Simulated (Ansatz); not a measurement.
Gas-phase electronic energies from Ansatz, PBE0-D4/def2-TZVP geometries. CCSD(T)/CBS adds triple-zeta CCSD(T) − MP2 to the extrapolated MP2 energy (def2 sets, frozen cores). This one scheme is used for every species. DFT in def2-TZVPP. Triplets are unrestricted, without spin–orbit coupling. For Br outer-core shells are correlated without core-valence functions, which leaves a few kJ/mol of doubt a bond. Scalar relativity is left out up to krypton. One conformer a species, not always the lowest.

Reaction (formal loss of a carbene): `FC(Cl)CBr` → `FC(Cl)Br` + `[CH2]` (triplet)

```csv
species,PBE energy (Eh)
`FC(Cl)CBr`,-3211.53203
`FC(Cl)Br`,-3172.25549
`[CH2]` (triplet),-39.10530
```

Q: Work out ΔE.

A: ΔE = (-3172.25549) + (-39.10530) − (-3211.53203) = 0.17124 Eh = +449.6 kJ/mol. CCSD(T)/CBS gives +461.4 kJ/mol.

Largest T1 diagnostic among the species: 0.011.

The D4 term adds +10.6 kJ/mol with B3LYP and +5.8 kJ/mol with PBE0; it sums over pairs of atoms, weighted by their polarisabilities, and B3LYP, whose exchange is more repulsive, gets the larger term. In def2-TZVPP, CCSD(T) changes the Hartree–Fock value by +130.0 kJ/mol (the triples alone add +9.8 kJ/mol) and MP2 by +142.5 kJ/mol.

B3LYP here is the variant with VWN-RPA as its local correlation; programs differ in this.
